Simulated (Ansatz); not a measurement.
Basis-set extrapolation for `OCB(O)O` (PBE0-D4/def2-TZVP geometry, frozen core, the Gaussian-basis code of Ansatz). Multiplicity 1, RHF reference.

```csv
,def2-TZVPP,def2-QZVPP
HF,-290.295620,-290.309459
MP2 correlation,-0.987627,-1.064574
CCSD(T) correlation,-1.045820,not run
```

Energies in hartree. Use E(X) = E(∞) + A·exp(−7.88·√X) for Hartree–Fock and E(X) = E(∞) + B·X^(−2.97) for correlation, with X = 3 and 4, and add CCSD(T) minus MP2 of the smaller set to the MP2 limit.

**Question.** What is the CCSD(T) energy at the basis-set limit?

**Answer.** HF limit: -290.309459 + (-0.013839) × 0.13774 = -290.31137. MP2 limit: -1.064574 + (-0.076947) × 0.74074 = -1.12157. Higher-order term: -1.045820 − (-0.987627) = -0.05819. Total: -291.49113 hartree, 4.07 eV below CCSD(T)/def2-TZVPP.
